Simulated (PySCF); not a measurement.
Unknowns

Level of theory: coordinates at the GFN2-xTB level, NMR shieldings at PBE0/pcSseg-1/GIAO, in PySCF 2.14.0 with density-fitted response routines (isolated molecule, non-relativistic Hamiltonian, averaged over atoms made equivalent by symmetry, fast rotation or ring inversion, one conformer).

δ = σ(ref) − σ, references computed at the same level: TMS for $^{1}$H (σref 31.72) and $^{13}$C (σref 186.93). Where no couplings were computed, multiplicities follow the n + 1 count of equivalent neighbours, and m marks all less simple cases (inequivalent or close neighbours, rings, F or P nearby). Shifts are as computed. Against solution values, carbons near 30 ppm lie about +3 ppm off and those near 130 ppm about +5 ppm. Of 1211 compounds with measured shifts, 218 miss one by over three times the rms of a fit or turn the order of signals round; such compounds aren't used in these exercises.

(1) C$_{4}$H$_{10}$Si$_{2}$. $^{1}$H NMR (400 MHz, computed): δ 4.40 (t, 2H), 4.24 (s, 3H), 1.28 (t, 3H), 0.84 (m, 2H). $^{13}$C{$^{1}$H} NMR (computed): δ 118.9 (C), 113.1 (C), 11.4 (CH3), 8.4 (CH2). What is it?

(2) C$_{5}$H$_{8}$OSi$_{2}$. $^{1}$H NMR (400 MHz, computed): δ 5.35 (m, 1H), 5.32 (m, 1H), 4.24 (d, 3H), 4.07 (m, 1H), 2.20 (d, 1H), 1.33 (m, 1H). $^{13}$C{$^{1}$H} NMR (computed): δ 232.9 (C), 87.1 (CH), 82.9 (C), 60.7 (CH), 1.6 (CH). Give a structure.

Answers

(1) SMILES CC[SiH2]C#C[SiH3]. Rings plus π bonds: 2 (no ring in the answer). 4 carbon signals for 4 carbons: no two carbons are equivalent. Carbon types of the structure: 2 × C, 1 × CH2, 1 × CH3, leaving 5 H on heteroatoms. δC 118.9, 113.1: alkyne carbon. δC 11.4: methyl carbon; saturated and bonded to C and H only. δC 8.4: sp3 CH2 bonded to Si; an electropositive neighbour leaves it electron-rich and shielded. δH 0.84: hydrogen on an sp3 CH2 bonded to Si; an electropositive neighbour shields it, as in TMS itself.

This is the structure that produced the data.

(2) `C#C[C@@H]1C(=O)[SiH2][C@@H]1[SiH3]`. The formula gives 4 degrees of unsaturation (1 ring in the answer). 5 carbon signals for 5 carbons: no two carbons are equivalent. Carbon types of the structure: 2 × C, 3 × CH, leaving 5 H on heteroatoms. δC 232.9: carbonyl carbon. δC 87.1: terminal alkyne carbon; the triple bond shields along its axis, which puts it between sp3 and sp2 carbons. δC 82.9: alkyne carbon; sp carbons lie upfield of alkene carbons because the cylindrical π system leaves one tensor component strongly shielded. δC 60.7: sp3 CH α to a carbonyl.

The shifts were computed for this structure.
